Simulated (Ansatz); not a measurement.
Start from `C=C(O)BF` and change one atom or group to get `C=C(C)O`.

Ansatz, PBE0-D4/def2-TZVP geometries, multiplicity 1. Each molecule was computed in one conformer, which needn't be the lowest.

| property | `C=C(O)BF` |
| --- | --- |
| HOMO energy (B3LYP/def2-TZVPP) / eV | -7.12 |
| LUMO energy (B3LYP/def2-TZVPP) / eV | -1.73 |
| HOMO–LUMO gap (B3LYP/def2-TZVPP) / eV | 5.39 |
| HOMO–LUMO gap (PBE0/def2-TZVPP) / eV | 5.83 |
| LUMO energy (PBE0/def2-TZVPP) / eV | -1.50 |
| ideal-gas entropy at 298 K and 1 bar (rigid rotor, harmonic PBE0-D4/def2-TZVP) / J/(mol·K) | 309 |

**Question.** What does the change do to each property? (An estimate is asked.)

**Answer.** Ansatz gave: 
```json
{"property": "HOMO energy (B3LYP/def2-TZVPP) / eV", "`C=C(C)O`": "-6.38", "shift": "0.74"}
{"property": "LUMO energy (B3LYP/def2-TZVPP) / eV", "`C=C(C)O`": "0.65", "shift": "2.38"}
{"property": "HOMO–LUMO gap (B3LYP/def2-TZVPP) / eV", "`C=C(C)O`": "7.03", "shift": "1.64"}
{"property": "HOMO–LUMO gap (PBE0/def2-TZVPP) / eV", "`C=C(C)O`": "7.50", "shift": "1.67"}
{"property": "LUMO energy (PBE0/def2-TZVPP) / eV", "`C=C(C)O`": "0.92", "shift": "2.42"}
{"property": "ideal-gas entropy at 298 K and 1 bar (rigid rotor, harmonic PBE0-D4/def2-TZVP) / J/(mol·K)", "`C=C(C)O`": "287", "shift": "-22"}
```

With PBE0 the HOMO rises by 0.74 eV and the LUMO rises by 2.42 eV, so the gap widens by about 1.68 eV. PBE moves the HOMO by 0.76 eV and ωB97M-V by 0.70 eV. The zero-point energy changes by 57.8 kJ/mol with +3 modes.

B3LYP here is the variant with VWN-RPA as its local correlation; programs differ in this.
